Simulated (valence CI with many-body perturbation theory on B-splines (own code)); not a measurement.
**E1 line list for Cs VII**

Level of theory: valence CI with perturbative core correlation (CI+MBPT): three valence electrons over a frozen Dirac-Fock core [Kr] 4d10, a basis of 7 s, 7 p, 7 d, 7 f, 4 g, 2 h functions for each j, with the one-electron correlation potential Σ1, the two-electron term Σ2, the three-electron term Σ3, Breit, model QED; selected CI, second order for the rest, scaled by the run's own slope (own B-spline code, finite nucleus).

Against 63 measured levels this calculation errs by 477 cm⁻¹ on average and by 1585 at most. These come from a selection out of Sansonetti, J. Phys. Chem. Ref. Data 38, 761 (2009). Levels without a partner in it may be off by more, other configurations by several thousand cm⁻¹. The list stops below the first excitations out of the core. 3 measured levels below the end of the list, from 384898 cm⁻¹ on, found no clear computed partner, and computed levels of the same name lie up to 2852 cm⁻¹ from them.

Lines 101 to 150 of 600 in falling wavelength, among levels below 483310 cm⁻¹, chosen from the strongest by gf and those to the six lowest levels. Wavelengths and rates use the calculated energies, so an error of 500 cm⁻¹ moves a line at 83.89 nm by 0.42 % and its rate by three times that or more. Electric multipoles are in the length gauge, E1 and E2 with the static RPA response of the core. Weak lines are less certain than strong ones. Lines between different terms over intervals too small for the method are left out, as are lines whose strength nearly cancels. Where a level lies close to another of its J and parity, the split of strength between their lines is uncertain. The highest levels of a list are the least certain.

Names give the largest LS component (configuration and term), which can be under half, so a name can repeat, a term be missing and a line seem to break the LS rules; names also repeat where a configuration has a term twice. Letters in brackets count levels of one name in rising energy.

```tsv
λ vac (nm)	λ from measured levels	Upper	Lower	A (s⁻¹)	S (a.u.)
85.93		4f5p² ⁴F°_7/2	4f5s5p ²F_7/2 [c]	3.45e+08	8.64e-01
85.92		5p²5d ²P_1/2	5s5p5d ²P°_1/2 [b]	1.14e+09	7.12e-01
85.91		5p²5d ²P_1/2	5s5p5d ²D°_3/2 [b]	1.21e+09	7.54e-01
85.87		4f5p² ⁴F°_9/2	4f5s5p ²F_7/2 [c]	2.31e+08	7.21e-01
85.77		4f5p² ⁴D°_5/2	4f5s5p ²D_5/2 [a]	3.95e+08	7.39e-01
84.58		5s5p6p ²D_3/2 [a]	5s5p5d ²F°_5/2 [a]	1.49e+09	1.78e+00
84.31		5s5p6p ²D_3/2 [b]	5s5p5d ²F°_5/2 [b]	6.83e+08	8.08e-01
83.89	83.84	5s²6p ²P°_3/2	5s²5d ²D_5/2	2.32e+09	2.70e+00
83.59		5p³ ⁴S°_3/2 [a]	5s5p² ²D_3/2	3.94e+08	4.55e-01
83.34		5p²5d ²P_3/2	5s5p5d ⁴P°_3/2	6.07e+08	6.93e-01
83.03		4f5p² ⁴D°_7/2	4f5s5p ²G_7/2 [a]	2.84e+08	6.41e-01
82.82		4f5p² ²H°_9/2	4f5s5p ²G_9/2 [a]	5.40e+08	1.51e+00
82.66		5s5p6p ⁴P_1/2	5s5p5d ⁴D°_1/2	1.46e+09	8.15e-01
82.53		5s5p6p ²P_3/2	5s5p5d ⁴P°_1/2	6.52e+08	7.23e-01
82.41		5p²5d ⁴F_7/2	5s5p5d ⁴D°_7/2	2.88e+08	6.35e-01
82.39		4f5p² ²G°_7/2 [a]	4f5s5p ⁴D_7/2	5.23e+08	1.15e+00
82.39		5s5p6p ²P_3/2	5s5p5d ⁴D°_5/2	9.42e+08	1.04e+00
82.36		5s5p6p ⁴P_1/2	5s5p5d ⁴D°_3/2	1.69e+09	9.32e-01
82.22		5s5p6p ⁴P_5/2	5s5p5d ⁴D°_5/2	6.31e+08	1.04e+00
82.16	82.11	5s5p² ²D_3/2	5s²5p ²P°_3/2	2.05e+07	2.24e-02
82.12		4f5p² ²D°_3/2 [a]	4f5s5p ²D_3/2 [a]	7.60e+08	8.30e-01
82.05		5s5p6p ²D_3/2 [c]	5s5p5d ²F°_5/2 [b]	8.93e+08	9.74e-01
81.77		4f5p² ⁴G°_5/2	4f5s5p ²F_5/2 [a]	9.52e+08	1.54e+00
81.50	81.18	5p³ ²P°_3/2	5s5p² ²P_3/2	1.19e+09	1.28e+00
81.48		5p²5d ⁴F_3/2	5s5p5d ⁴P°_5/2	8.69e+08	9.29e-01
81.44		4f5p² ⁴G°_7/2	4f5s5p ²F_7/2 [b]	1.13e+09	2.41e+00
81.40		4f5p² ²D°_5/2	4f5s5p ⁴D_5/2	5.16e+08	8.24e-01
81.37		5s5p6p ⁴P_5/2	5s5p5d ⁴D°_7/2	9.11e+08	1.45e+00
81.05		5s5p6p ⁴S_3/2	5s5p5d ²D°_5/2 [a]	1.48e+09	1.56e+00
80.91		5s5p6p ⁴P_3/2	5s5p5d ⁴P°_5/2	1.36e+09	1.42e+00
80.05		4f5p² ²G°_7/2 [b]	4f5s5p ²G_9/2 [a]	8.32e+08	1.69e+00
80.03		4f5p² ⁴F°_3/2	4f5s5p ⁴D_3/2	9.13e+08	9.24e-01
79.91		5s5p6p ⁴D_5/2	5s5p5d ⁴P°_5/2	6.44e+08	9.73e-01
79.88	79.86	5p³ ²D°_5/2	5s5p² ²D_5/2	1.19e+09	1.80e+00
79.59		4f5p² ²F°_5/2 [a]	4f5s5p ⁴D_3/2	4.83e+08	7.21e-01
79.41		5s5p6p ²D_5/2 [a]	5s5p5d ²D°_5/2 [a]	4.68e+08	6.93e-01
79.34		4f5p² ⁴D°_5/2	4f5s5p ⁴D_5/2	4.73e+08	6.99e-01
79.31		4f5p² ⁴D°_7/2	4f5s5p ⁴D_7/2	4.35e+08	8.57e-01
79.10		5s5p6p ²D_5/2 [b]	5s5p5d ²F°_7/2 [b]	1.36e+09	1.99e+00
78.68		4f5p² ⁴F°_3/2	4f5s5p ⁴D_5/2	7.11e+08	6.84e-01
78.64		4f5p² ⁴G°_9/2 [a]	4f5s5p ⁴G_9/2	1.15e+09	2.77e+00
78.59		4f5p² ⁴D°_3/2	4f5s5p ⁴D_1/2	6.70e+08	6.42e-01
78.51		4f5p² ⁴G°_9/2 [b]	4f5s5p ⁴G_11/2	1.29e+09	3.09e+00
78.47		5p²5d ⁴F_5/2	5s5p5d ⁴D°_3/2	6.28e+08	8.99e-01
78.32	78.25	5s5p² ²D_5/2	5s²5p ²P°_3/2	7.16e+08	1.02e+00
78.19		5p²5d ⁴F_9/2	5s5p5d ⁴D°_7/2	4.72e+08	1.11e+00
77.94		4f5p² ⁴G°_5/2	4f5s5p ²F_7/2 [a]	8.88e+08	1.24e+00
77.77		4f5p² ⁴D°_7/2	4f5s5p ⁴G_9/2	1.36e+09	2.53e+00
77.68		4f5p² ⁴G°_5/2	4f5s5p ⁴F_5/2	6.80e+08	9.44e-01
77.67		4f5p² ⁴D°_5/2	4f5s5p ⁴D_7/2	8.51e+08	1.18e+00
```
